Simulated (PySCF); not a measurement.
Compound: CH₈BPSi.
Structure used (GFN2-xTB), in Å, numbered top down from 1:
```
atom  x, y, z in Å
B1     2.6429   -0.1560    0.5423
P2     1.0417    0.6645    0.8431
Si3   -0.5429   -0.6302   -0.0480
C4    -2.1592    0.3653   -0.0038
H5     3.5588    0.4407    0.1292
H6     2.7652   -1.2646    0.8980
H7     1.0463    1.7387   -0.0212
H8    -0.6219   -1.8199    0.8064
H9    -0.2506   -1.0497   -1.4294
H10   -2.9928   -0.2328   -0.3575
H11   -2.0994    1.2527   -0.6276
H12   -2.3869    0.6907    1.0072
```

A PySCF run (density fitting, gas phase, GFN2-xTB geometry) gave HOMO -6.44 eV, LUMO -2.79 eV, dipole 1.84 D.

Question: Which of these levels was it?
A. CAM-B3LYP/pcSseg-1
B. revPBE/IGLO-III
C. B3LYP/def2-SVPD
D. LDA/def2-TZVPP
E. PBE0/pcSseg-1

Answer: D. It is LDA/def2-TZVPP. All candidates on this geometry:

```csv
level and settings,kind,basis functions,SCF cycles,E (Eh),HOMO (eV),LUMO (eV),dipole (D)
"LDA/def2-TZVPP, grid level 4",LDA,258,15,-695.5192,-6.44,-2.79,1.84
"revPBE/IGLO-III, damping 0.1 at the start, DIIS from the seventh cycle, energy threshold 1e-06 Eh",GGA,238,18,-698.5071,-6.27,-2.44,1.75
B3LYP/def2-SVPD,global hybrid,152,12,-698.4119,-7.12,-1.81,1.61
PBE0/pcSseg-1,global hybrid,122,12,-698.2267,-7.38,-1.64,1.69
CAM-B3LYP/pcSseg-1,range-separated hybrid,122,11,-698.5372,-8.58,-0.53,1.60
```

The nearest other candidate, by the summed differences of HOMO and LUMO, is revPBE/IGLO-III: its HOMO differs by +0.17 eV and its LUMO by +0.35 eV. Cycle counts include a coarse-grid stage where the run had one.
